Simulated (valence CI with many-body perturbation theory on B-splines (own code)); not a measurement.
# Sm⁴⁺: magnetic and hyperfine properties of the levels

Computed by relativistic CI+MBPT: four valence electrons over a frozen Dirac-Fock core [Xe], radial functions for each j: 8 s, 8 p, 9 d, 9 f, 6 g, 3 h, 2 i, with the one-electron correlation potential Σ1, the two-electron term Σ2, the three-electron term Σ3, Breit, model QED; the open f shell's mean field enters the energy denominators; selected CI, second order for the rest, scaled by the run's own slope (own B-spline code, finite nucleus).

Against measured spectra of neutral and singly charged lanthanides and actinides this method errs by a few hundred cm⁻¹ within a configuration and by up to about 5,000 between configurations. No measured spectrum was set against this ion. As an estimate, terms of the open shell hold to a few per cent of their energy, and close levels can change places. Core correlation moves these levels by up to 7100 cm⁻¹, and in measured spectra 5 to 20 % of such shifts remained as error; rates that hang on mixing are uncertain with them. Among the levels kept, up to 260 cm⁻¹ of a level comes from second order outside the variational space, and about a tenth of that is noise between levels of different J, which matters for small intervals. Only levels of the ground parity were solved; by the run's estimate the other parity begins above the list, which can be wrong where configurations are misplaced.

A/g_I is the dipole constant over the nuclear g factor μ/I (μ in nuclear magnetons, uniformly magnetised nucleus), B/Q the quadrupole constant per barn. Both hold the static response of the core; the bare values leave it out. Large factors of s and p1/2 electrons are usually good to 5 to 10 %; those of open d and f shells near neutrality can be off by tens of per cent, and small factors of p3/2, d and f electrons come from cancelling terms and can be off by a factor of two or in sign, in half-filled shells by more. B is blank for J = 1/2, where it vanishes, and for nearly pure S terms. Energies count from the lowest level. Levels with J = 0 are left out.

Names give the largest LS component (configuration and term), which can be under half, so a name can repeat, a term be missing and a line seem to break the LS rules; names also repeat where a configuration has a term twice. Letters in brackets count levels of one name in rising energy.

```tsv
Level	E (cm⁻¹)	g	A/g_I (MHz)	A/g_I bare	B/Q (MHz/b)	B/Q bare
4f⁴ ⁵I_4	0.0	0.605	924	939	-331	-357
4f⁴ ⁵I_5	1950	0.901	703	737	-309	-336
4f⁴ ⁵I_6	4038	1.070	582	627	-314	-344
4f⁴ ⁵I_7	6203	1.174	513	566	-336	-368
4f⁴ ⁵I_8	8403	1.243	475	534	-370	-406
4f⁴ ⁵F_1	14645	0.026	1600	1610	123	132
4f⁴ ⁵F_2	15164	1.011	745	799	156	168
4f⁴ ⁵F_3	16278	1.239	499	560	147	156
4f⁴ ⁵S_2	16719	1.952	-85.0	17.9		
4f⁴ ⁵F_4	17438	1.310	439	504	78.5	80.8
4f⁴ ⁵F_5	19185	1.377	342	406	330	352
4f⁴ ³K_6	19458	0.860	743	777	112	126
4f⁴ ⁵G_2	20786	0.367	1140	1140	-40.9	-39.2
4f⁴ ³H_4 [a]	20935	0.971	699	743	-198	-213
4f⁴ ³K_7	21018	0.995	648	691	271	292
4f⁴ ⁵G_3	21466	0.894	763	801	11.6	16.8
4f⁴ ³K_8	22961	1.088	585	634	365	390
4f⁴ ³H_5 [a]	23823	1.166	499	550	-77.2	-85.7
4f⁴ ⁵G_4	24104	1.049	618	665	-114	-121
4f⁴ ³G_3 [a]	25741	0.794	786	813	-322	-346
4f⁴ ⁵G_5	26556	1.157	538	592	-222	-239
4f⁴ ³D_2	26903	1.222	528	590	233	255
4f⁴ ⁵G_6	26962	1.292	394	452	-92.0	-105
4f⁴ ³L_7	27384	0.902	674	706	476	519
4f⁴ ³P_1	28277	1.013	849	916	-6.63	-8.67
4f⁴ ³L_8	28723	1.006	609	649	735	794
4f⁴ ³H_6 [a]	29354	1.197	506	562	-364	-395
4f⁴ ³G_4 [a]	29475	1.041	612	656	-322	-346
4f⁴ ³L_9	29795	1.082	582	630	957	1030
4f⁴ ³M_8	29866	0.958	670	710	876	949
4f⁴ ³D_3	30417	1.297	326	378	322	349
4f⁴ ¹D_2 [a]	30911	1.061	518	555	-137	-153
4f⁴ ³F_4 [a]	31995	1.206	465	519	-348	-380
4f⁴ ³G_5	32475	1.127	536	585	-94.2	-103
4f⁴ ³D_1	33184	0.972	972	1040	50.8	57.6
4f⁴ ³I_5	33607	0.907	643	672	36.2	35.2
4f⁴ ³F_2 [a]	34118	1.044	373	392	-7.98	-7.41
4f⁴ ³M_9	34248	1.038	571	612	1040	1130
4f⁴ ³F_2 [b]	34366	0.714	1050	1100	312	342
```

Problem. Take the isotope of mass number 147, with I = 7/2, μ = -0.809 μN and Q = -0.26 b. What is the hyperfine structure of 4f⁴ ⁵I_8?

Solution. From the table A = -110 MHz, B = 96.2 MHz. Shifts from the centre of gravity in MHz: F = 9/2: 3500, F = 11/2: 2880, F = 13/2: 2140, F = 15/2: 1310, F = 17/2: 364, F = 19/2: -679, F = 21/2: -1820, F = 23/2: -3060.
